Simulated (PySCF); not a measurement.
Compound: C₇H₆FN.
Numbering: `[N:1]#[C:2][C@@H:3]1[C@H:4]2[C@H:5]3[CH2:6][C@@H:7]1[C@@:8]23[F:9]` (hydrogens: H10 on C3; H11 on C4; H12 on C5; H13, H14 on C6; H15 on C7)

Structure optimised with GFN2-xTB, isolated species.

(1) List the bond lengths, angles and torsions at this level.

## Answers

(1) 
| bond | length (pm) | order |
| --- | --- | --- |
| N1≡C2 | 114.3 | triple |
| C2–C3 | 143.6 | single |
| C3–C4 | 152.7 | single |
| C4–C5 | 153.7 | single |
| C5–C6 | 151.9 | single |
| C6–C7 | 153.8 | single |
| C7–C8 | 155.4 | single |
| C8–F9 | 134.2 | single |
| C3–C7 | 155.0 | single |
| C4–C8 | 149.4 | single |
| C5–C8 | 149.4 | single |
| C3–H10 | 109.4 | single |
| C4–H11 | 107.6 | single |
| C5–H12 | 107.5 | single |
| C6–H13 | 108.8 | single |
| C6–H14 | 109.0 | single |
| C7–H15 | 108.3 | single |

Orders are formal, as drawn. A selection of angles:
| angle | degrees |
| --- | --- |
| N1–C2–C3 | 179.6 |
| C2–C3–C4 | 112.8 |
| C2–C3–C7 | 113.4 |
| C2–C3–H10 | 109.4 |
| C4–C3–C7 | 85.8 |
| C4–C3–H10 | 117.5 |
| C7–C3–H10 | 116.3 |
| C3–C4–C5 | 106.5 |
| C3–C4–C8 | 91.6 |
| C3–C4–H11 | 126.7 |
| C5–C4–C8 | 59.0 |
| C5–C4–H11 | 122.7 |
| C8–C4–H11 | 129.4 |
| C4–C5–C6 | 106.7 |
| C4–C5–C8 | 59.1 |
| C4–C5–H12 | 121.6 |
| C6–C5–C8 | 91.4 |
| C6–C5–H12 | 127.6 |
| C8–C5–H12 | 129.2 |
| C5–C6–C7 | 86.2 |
| C5–C6–H13 | 111.8 |
| C5–C6–H14 | 117.8 |
| C7–C6–H13 | 112.5 |
| C7–C6–H14 | 116.8 |
| H13–C6–H14 | 110.0 |
| C6–C7–C8 | 88.4 |
| C6–C7–H15 | 122.0 |
| C8–C7–H15 | 126.3 |
| C3–C7–C6 | 102.4 |
| C3–C7–C8 | 88.5 |
| C3–C7–H15 | 120.6 |
| C7–C8–F9 | 132.1 |
| C4–C8–C7 | 86.8 |
| C4–C8–F9 | 132.2 |
| C4–C8–C5 | 61.9 |
| C5–C8–C7 | 86.5 |
| C5–C8–F9 | 132.6 |

Torsions: C2–C3–C4–C5 -151° (antiperiplanar); C3–C4–C5–C6 0° (synperiplanar); C4–C5–C6–C7 37° (synclinal); C5–C6–C7–C8 20° (synperiplanar); C6–C7–C8–F9 129° (anticlinal); C2–C3–C7–C6 -179° (antiperiplanar); C3–C4–C8–C7 -20° (synperiplanar); C4–C5–C8–C7 -88° (synclinal).

The 4-membered ring C3–C4–C8–C7 has internal angles of 85.8° to 91.6°; it is puckered, 0.14 Å rms from its mean plane, widest ring torsion 21°. The 9 C–C bonds span 1.436 Å (C2–C3, drawn single) to 1.554 Å (C7–C8, drawn single), a spread of 0.118 Å. The 4-membered ring C5–C6–C7–C8 has internal angles of 86.2° to 91.4° (sum 353°, against 360° for a flat polygon); it is puckered, 0.14 Å rms from its mean plane, widest ring torsion 21°. The 3-membered ring C4–C5–C8 has internal angles of 59.0° to 61.9°. Of the pairs four or more bonds apart, H10···H14 is among the closest relative to their van der Waals radii: 2.39 Å, 100 % of the sum of Bondi's values.

Point group: C1 (no symmetry element, even within 0.4 Å). No GFN2-xTB frequencies stand behind this structure, so it isn't proved a minimum.

The numbers are calculated, not measured.
